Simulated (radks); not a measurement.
Question: These are the eigenvalues of the occupied orbitals of an atom or ion with whole-number occupations (hartree). Calculated with a radial shooting solver on a logarithmic mesh with Libxc functionals: scalar-relativistic Kohn-Sham, PBE, spin-polarised, spherical densities, finite nucleus; Fermi nuclear charge, rms radius of each element as measured or else 0.836 A^(1/3) + 0.57 fm.

orbital  eigenvalue
1s down   -90.57168
1s up     -90.57163
2s up      -9.83790
2s down    -9.83710
2p up      -7.81876
2p down    -7.81810
3s up      -2.30575
3s down    -2.30285
6d up      -0.23574

Which element is it, and in what charge state? The configuration may be excited. Open shells, if any, are filled with parallel spins first.

Answer: Z = 16, sulfur, charge +3: S3+ in [Ne] 3s2 6d1. The list shows which subshells hold electrons but not how many an open one holds; the 1s level, -90.572 hartree, gives Z - s = 13.5 by -(Z - s)^2/2, which with screening and relativity narrows Z to a few neighbours, and the depths of the outer levels then fix element, charge and occupations together.
